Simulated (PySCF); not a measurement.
Highest orbital energy against ionisation energy along the 4p block

Calculated with PySCF 2.14, no spin-orbit coupling. Each cell gives −ε(HOMO) / ΔSCF in eV; NIST values include spin-orbit coupling, (s) semi-empirical, (t) theoretical.

```tsv
species	UHF	LDA	PBE	PBE0	r2SCAN	NIST (lowest levels)
Ga (aug-cc-pVQZ-DK, spin-free X2C)	5.827 / 5.535	2.930 / 6.037	2.936 / 5.958	3.762 / 5.980	3.184 / 6.106	5.999
Ge (aug-cc-pVQZ-DK, spin-free X2C)	7.890 / 7.402	4.404 / 8.002	4.380 / 7.880	5.383 / 7.914	4.688 / 8.038	7.899
As (aug-cc-pVQZ-DK, spin-free X2C)	10.042 / 9.409	5.959 / 10.019	5.917 / 9.875	7.095 / 9.936	6.306 / 10.080	9.789
Se (aug-cc-pVQZ-DK, spin-free X2C)	9.455 / 8.543	5.807 / 9.886	5.707 / 9.635	6.860 / 9.621	5.987 / 9.673	9.752
Br (aug-cc-pVQZ-DK, spin-free X2C)	11.781 / 10.713	7.561 / 12.074	7.431 / 11.785	8.748 / 11.792	7.753 / 11.850	11.814
Kr (aug-cc-pVQZ-DK, spin-free X2C)	14.237 / 13.036	9.393 / 14.326	9.247 / 14.021	10.738 / 14.064	9.651 / 14.139	14.000
```

Task: How far is −ε(HOMO) from ΔSCF on average for each method, and why?

Result: UHF 0.77 eV; LDA -4.05 eV; PBE -3.92 eV; PBE0 -2.79 eV; r2SCAN -3.72 eV. Hartree-Fock orbital energies lack relaxation and so exceed the ΔSCF value; semilocal functionals have convex E(N) from self-interaction, so their HOMO lies far too high; exact exchange moves hybrids part of the way back.
